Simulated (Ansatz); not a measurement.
Reaction (redistribution): `C[SiH2][NH][AlH2]` + `CO[Si](C)(N)F` → `C[SiH](C)[NH][AlH2]` + `C[Si](N)(O)F`

Computed with Ansatz on PBE0-D4/def2-TZVP structures; ΔE is electronic, products minus reactants. CCSD(T)/CBS adds triple-zeta CCSD(T) − MP2 to the extrapolated MP2 energy (def2 sets, frozen cores). DFT in def2-TZVPP. B3LYP here is the variant with VWN-RPA as its local correlation; programs differ in this. Each species was taken in one conformer, which may not be the lowest.

```tsv
level	ΔE (kJ/mol)
PBE	-98.8
B3LYP	-92.9
MP2/def2-TZVPP	-106.7
SCS-MP2/def2-TZVPP	-98.1
```

(1) What does CCSD(T)/CBS give? (Estimate.)

Largest T1 diagnostic among the species: 0.011.

Answers

(1) Ansatz gave: -103.4 kJ/mol. The listed levels differ from it by 4.6, 10.5, -3.3, 5.3 kJ/mol.

In def2-TZVPP, CCSD(T) changes the Hartree–Fock value by −14.5 kJ/mol (the triples alone add −1.2 kJ/mol) and MP2 by −21.7 kJ/mol.
